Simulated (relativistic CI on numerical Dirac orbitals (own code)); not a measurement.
# Ru⁷⁺: q coefficients and field-shift factors

Computed by Dirac-Coulomb-Breit CI, KLI orbitals optimised for each configuration, derivatives by finite differences, unscaled Slater integrals, QED left out (own radial code, finite nucleus).

CI space (outside the closed core [Ar] 3d10): 4s2 4p6 4d, 4s2 4p6 5s, 4s2 4p6 4f, 4s2 4p5 4d2, 4s2 4p6 5p, 4s 4p6 4d2, 4s2 4p6 5d. Double excitations out of closed p, d and f shells are left out; levels of such configurations are missing from the list, as are those of other unlisted configurations, and high levels can miss mixing partners.

With x = (α/α₀)² − 1 an excitation energy changes as ω = ω₀ + qx; K = 2q/ω₀ is the relative enhancement. Terms are leading LS components, so labels can repeat. The field-shift factor is F = δν/δ⟨r²⟩ for the transition from the lowest level.

Lowest level 4s2 4p6 4d 2D_3/2.

| Level | ω₀ (cm⁻¹) | q (cm⁻¹) | K | F (GHz/fm²) |
| --- | --- | --- | --- | --- |
| 4s2 4p6 4d 2D_5/2 | 4212 | 4114 | 1.95 | 0.0448 |
| 4s2 4p6 5s 2S_1/2 | 224853 | -16700 | -0.149 | 12.6 |
| 4s2 4p6 5p 2P°_1/2 | 305350 | -13520 | -0.0886 | 2.36 |
| 4s2 4p6 5p 2P°_3/2 | 313279 | -5115 | -0.0327 | 2.24 |
| 4s2 4p5 4d2 4D°_1/2 | 340183 | 6502 | 0.0382 | 1.12 |
| 4s2 4p5 4d2 4D°_3/2 | 341727 | 7542 | 0.0441 | 1.13 |
| 4s2 4p5 4d2 4D°_5/2 | 344312 | 9356 | 0.0543 | 1.15 |
| 4s2 4p5 4d2 4D°_7/2 | 348448 | 12390 | 0.0711 | 1.15 |
| 4s2 4p6 4f 2F°_5/2 | 351558 | 3237 | 0.0184 | 1.61 |
| 4s2 4p6 4f 2F°_7/2 | 353643 | 4911 | 0.0278 | 1.62 |
| 4s2 4p5 4d2 4G°_11/2 | 358592 | 9326 | 0.052 | 1.27 |
| 4s2 4p5 4d2 4G°_9/2 | 359270 | 7716 | 0.043 | 1.23 |
| 4s2 4p5 4d2 4P°_5/2 | 360686 | 8843 | 0.049 | 1.21 |
| 4s2 4p5 4d2 4G°_7/2 | 361955 | 8469 | 0.0468 | 1.2 |
| 4s2 4p5 4d2 4G°_5/2 | 365276 | 8750 | 0.0479 | 1.23 |
| 4s2 4p5 4d2 4P°_3/2 | 365462 | 11290 | 0.0618 | 1.15 |
| 4s2 4p5 4d2 2D°_3/2 | 368728 | 7360 | 0.0399 | 1.18 |
| 4s2 4p5 4d2 4P°_1/2 | 370391 | 16070 | 0.0867 | 1.09 |
| 4s2 4p5 4d2 2D°_5/2 | 372518 | 10590 | 0.0569 | 1.26 |
| 4s2 4p5 4d2 4F°_9/2 | 374666 | 12480 | 0.0666 | 1.26 |
| 4s2 4p5 4d2 4F°_7/2 | 375933 | 9899 | 0.0527 | 1.21 |
| 4s2 4p5 4d2 4F°_3/2 | 380490 | 16200 | 0.0852 | 1.11 |
| 4s2 4p5 4d2 2F°_7/2 | 383104 | 11310 | 0.059 | 1.23 |

At this charge configurations can still be misplaced by up to about 7 % of their energy.
